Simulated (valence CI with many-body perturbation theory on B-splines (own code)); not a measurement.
# Ladder of approximations for Ru XXX

Calculated by configuration interaction combined with many-body perturbation theory (CI+MBPT): five valence electrons over a frozen Dirac-Fock core [Ne], a basis of 9 s, 9 p, 8 d, 6 f, 3 g, 1 h functions for each j, with the one-electron correlation potential Σ1, the two-electron term Σ2, the three-electron term Σ3, Breit, model QED; selected CI, second order for the rest (own B-spline code, finite nucleus).

The last digits are not significant, and no measured levels were compared; by estimate large intervals hold to a few tenths of a per cent, small ones and those within an open d or f shell to about a per cent. Among the levels kept, up to 600 cm⁻¹ of a level comes from second order outside the variational space, and about a tenth of that is noise between levels of different J, which matters for small intervals.

Each rung adds one term. CI alone is the Dirac-Coulomb CI over the frozen core; QED comes last and gives the full result, which names the levels. Energies are above (3s^2 3p1/2^2 3p3/2) J=3/2 on the same rung, in cm⁻¹.

Levels are named by their leading jj configuration (3d3/2^4 stands for four electrons in 3d with j = 3/2), which in mixed levels can hold well under half, so a name can repeat and another be missing. Letters in brackets count levels of one name in rising energy.

| Level | CI alone | Σ1 | Σ2 | Σ3 | Breit | QED | Full |
| --- | --- | --- | --- | --- | --- | --- | --- |
| (3s^2 3p1/2 3p3/2^2) J=3/2 | 201367 | +359 | +341 | +90 | -3465 | +445 | 199137 |
| (3s^2 3p1/2 3p3/2^2) J=5/2 | 250727 | +382 | +179 | -45 | -4442 | +448 | 247250 |
| (3s^2 3p1/2 3p3/2^2) J=1/2 | 311587 | +386 | -60 | -276 | -3539 | +391 | 308489 |
| (3s^2 3p3/2^3) J=3/2 | 514594 | +759 | +399 | -142 | -7606 | +877 | 508881 |
| (3s 3p1/2^2 3p3/2^2) J=5/2 | 811418 | -1025 | +361 | +773 | -821 | -4089 | 806617 |
| (3s^2 3p1/2^2 3d3/2) J=3/2 [a] | 892089 | -1129 | -610 | +284 | -1421 | -2428 | 886786 |
| (3s 3p1/2^2 3p3/2^2) J=1/2 | 936173 | -946 | -195 | +547 | -924 | -4001 | 930654 |
| (3s^2 3p1/2^2 3d3/2) J=3/2 [b] | 978918 | -1059 | -1007 | -117 | -2384 | -2073 | 972278 |
| (3s^2 3p1/2^2 3d5/2) J=5/2 | 1038900 | -954 | -2051 | -694 | -4705 | -527 | 1029970 |
| (3s 3p1/2 3p3/2^3) J=3/2 | 1064410 | -741 | -291 | +483 | -3967 | -2885 | 1057000 |
| (3s 3p1/2 3p3/2^3) J=5/2 | 1104900 | -703 | -96 | +430 | -5560 | -2496 | 1096470 |
| (3s^2 3p1/2 3p3/2 3d3/2) J=3/2 [a] | 1119540 | -864 | -903 | -44 | -5834 | -769 | 1111120 |
| (3s^2 3p1/2 3p3/2 3d3/2) J=1/2 [a] | 1128240 | -885 | -1063 | -119 | -5042 | -821 | 1120310 |
| (3s^2 3p1/2 3p3/2 3d3/2) J=5/2 [a] | 1143290 | -857 | -1210 | -291 | -6669 | -441 | 1133820 |
| (3s^2 3p1/2 3p3/2 3d3/2) J=7/2 | 1174500 | -833 | -1237 | -524 | -7856 | -29 | 1164020 |
| (3s^2 3p1/2 3p3/2 3d5/2) J=7/2 [a] | 1192670 | -623 | -1292 | -466 | -8281 | +36 | 1182040 |
| (3s 3p1/2 3p3/2^3) J=1/2 | 1217970 | -682 | -1684 | -24 | -5292 | -2097 | 1208200 |
| (3s^2 3p1/2 3p3/2 3d5/2) J=3/2 [a] | 1235900 | -647 | -1707 | -238 | -6955 | -1100 | 1225250 |
| (3s^2 3p1/2 3p3/2 3d5/2) J=9/2 | 1238910 | -552 | -1178 | -666 | -10130 | +72 | 1226460 |
| (3s^2 3p1/2 3p3/2 3d5/2) J=5/2 [a] | 1260670 | -634 | -2601 | -751 | -8190 | -288 | 1248210 |
| (3s^2 3p1/2 3p3/2 3d3/2) J=3/2 [b] | 1319510 | -898 | -6068 | -1190 | -4915 | -1428 | 1305010 |
| (3s^2 3p1/2 3p3/2 3d3/2) J=5/2 [b] | 1327120 | -789 | -4855 | -1298 | -7105 | -533 | 1312530 |
| (3s^2 3p1/2 3p3/2 3d5/2) J=7/2 [b] | 1327490 | -623 | -2034 | -1082 | -9196 | +97 | 1314650 |
| (3s^2 3p1/2 3p3/2 3d3/2) J=1/2 [b] | 1342650 | -835 | -5074 | -1326 | -6062 | -584 | 1328770 |
| (3s^2 3p1/2 3p3/2 3d5/2) J=3/2 [b] | 1363240 | -684 | -5640 | -1030 | -5907 | -1710 | 1348270 |
| (3s 3p3/2^4) J=1/2 [a] | 1388010 | -389 | -1457 | -356 | -8517 | -1319 | 1375970 |
| (3s^2 3p1/2 3p3/2 3d5/2) J=3/2 [c] | 1390640 | -644 | -2580 | -1699 | -7690 | -101 | 1377930 |
| (3s^2 3p1/2 3p3/2 3d5/2) J=5/2 [b] | 1406990 | -736 | -5547 | -2007 | -7148 | -217 | 1391330 |
| (3s^2 3p3/2^2 3d5/2) J=7/2 | 1450220 | -204 | -1069 | -488 | -12852 | +503 | 1436110 |
| (3s^2 3p3/2^2 3d5/2) J=9/2 | 1474560 | -207 | -945 | -777 | -12983 | +480 | 1460120 |
| (3s^2 3p1/2 3p3/2 3d5/2) J=1/2 | 1477570 | -541 | -4771 | -1551 | -7523 | -820 | 1462370 |

The middle columns are the shifts that each term adds.

How does the ionisation energy move along the ladder, and which term matters most?

CI alone 1646.3, + Σ1 1647.1, + Σ2 1647.1, + Σ3 1646.8, + Breit 1646.0, + QED 1646.0 eV. The largest step is Σ1, 0.8 eV, with Breit about as large (-0.8). NIST lists 1659 ± 6 eV (semi-empirical).
